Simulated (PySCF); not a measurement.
How good is the calculation?

Mapped SMILES: `[CH3:1][N:2]([CH3:3])[C:4](=[O:5])[N:6]([CH3:7])[CH3:8]`. Each H is labelled by its parent atom.

What is known from experiment: δ 15N N2/N6 -317.2 ppm (measured; solution, CH2Cl2; M. Witanowski et al., J. Mol. Struct. 476 (1999) 133).
δ 15N N2/N6 -315.2 ppm (measured; solution, MeOH; M. Witanowski et al., J. Mol. Struct. 476 (1999) 133).

[PySCF 2.14.0 with density-fitted response routines: shieldings: GIAO PBE0/pcSseg-1; geometry: GFN2-xTB; one computed conformer; isolated molecule; relativity neglected; averaged over atoms made equivalent by symmetry, fast rotation or ring inversion]

What does the calculation give, and how does it compare?

Results:


Reference values: measured (solution, CH2Cl2; M. Witanowski et al., J. Mol. Struct. 476 (1999) 133).
```tsv
atoms	quantity	reference	computed	computed, scaled
N2/N6	δ 15N vs neat liquid CH3NO2	-317.2	–	-316.3
```

Reference values: measured (solution, MeOH; M. Witanowski et al., J. Mol. Struct. 476 (1999) 133).
| atoms | quantity | reference | computed | computed, scaled |
| --- | --- | --- | --- | --- |
| N2/N6 | δ 15N vs neat liquid CH3NO2 | -315.2 | – | -316.3 |

Computed shifts are σ(ref) − σ with the named reference compound (TMS for H and C) calculated as an isolated molecule at the same level. The measured values may be among those fitted. Shieldings were converted by a linear fit to measured shifts: 15N (scatter 6.3 ppm rms vs CH3NO2, solution or neat liquid). A few per cent of atoms miss by over 2 rms, more outside the fitted compound classes.

2 of the 13 published NMR values on file for this molecule are compared. The rest: values from further sources.
